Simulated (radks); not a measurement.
Spherical jellium clusters: N electrons in a uniform positive sphere of charge N and radius rs N^(1/3), rs = 4.02 bohr. Method: non-relativistic Kohn-Sham, exchange-only LDA, spin-polarised, spherical densities; computed with a radial shooting solver with Libxc functionals. Levels are named by radial order and angular momentum (1s, 1p, 1d, 2s, ...), and open shells are averaged over m.

N = 27, configuration 1s2 1p6 1d10 2s2 1f(up 7, down 0). This is the lowest configuration that the search found. Occupied and some empty levels:

level,occupation,eigenvalue (eV),<r> (bohr)
1s up,1,-4.5624,7.884
1s down,1,-4.3228,6.486
1p up,3,-3.9997,8.986
1p down,3,-3.4891,8.143
1d up,5,-3.2303,9.777
2s up,1,-2.6486,7.615
1d down,5,-2.5516,9.322
2s down,1,-2.3576,8.153
1f up,7,-2.2955,10.48
2p up,0,-1.5596,9.524
1f down,0,-1.5243,10.33
2p down,0,-1.2418,9.666
1g up,0,-1.2352,11.23
2d up,0,-0.59050,12.19
1g down,0,-0.43811,11.46
2d down,0,-0.24140,13.09

Energy (eV): total -29.3156, kinetic 46.805, external -1946.2, Hartree 960.76, exchange-correlation -77.571, background 986.92.
